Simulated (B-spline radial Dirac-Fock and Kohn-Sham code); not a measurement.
Tm⁺: non-radiative channels of the 4p1/2 vacancy

System: thulium as Tm⁺, [Xe] 4f12 5d1 6s1 (an excited configuration).

The run's input, task.json:

```json
{"items": [{
  "Z": 69,
  "q": 1,
  "cfg": [[1, 0, 2], [2, 0, 2], [2, 1, 6], [3, 0, 2], [3, 1, 6], [3, 2, 10], [4, 0, 2], [4, 1, 6], [4, 2, 10], [4, 3, 12], [5, 0, 2], [5, 1, 6], [5, 2, 1], [6, 0, 1]],
  "A": 169,
  "rrms": 5.2256,
  "do": ["binding", "quiet", "decay"],
  "holes": ["K", "L1", "L2", "L3", "M1", "M2", "M3", "M4", "M5", "N1", "N2", "N3", "N4", "N5"]
}]}
```

Launch: `python xray_run.py task.json out`

Method: independent-particle radiative and Coulomb Auger rates from relativistic LDA hole-state orbitals, with Dirac-Fock energies. Computed with an atomic code on a B-spline grid. Kinetic energies are configuration averages from the vacuum level; the two-hole energies are estimated from single-hole states.

| transition | kinetic energy (eV) | width (meV) | share (%) |
| --- | --- | --- | --- |
| N2-N3N6 | 4.91 | 617 | 5.4 |
| N2-N3N7 | 6.63 | 522 | 4.6 |
| N2-N4O1 | – | 536 | 4.7 |
| N2-N4O2 | 133.4 | 375 | 3.3 |
| N2-N4O3 | 139.9 | 642 | 5.7 |
| N2-N5O2 | 141.7 | 340 | 3.0 |
| N2-N4N6 | 153.9 | 2040 | 17.9 |
| N2-N4N7 | 154.2 | 4300 | 37.9 |
| N2-N5N6 | 161.4 | 537 | 4.7 |
| N2-N7O2 | 321.0 | 293 | 2.6 |

A dash stands for an energy that rests on an unreliable hole state.

Coster-Kronig rates are the weakest part of this model and often come out 1.5 to 2.5 times too large. Super-Coster-Kronig decay this fast strains the one-particle picture, and such widths tend to come out too large. Channels within a few eV of threshold rest on estimated energies and may be closed in reality. The listed channels hold 90 % of the non-radiative rate. Summed by principal shells, of 11.4 eV in all: NNN 74.4 %, NNO 24.3 %, NOO 0.7 %, NNP 0.5 %.
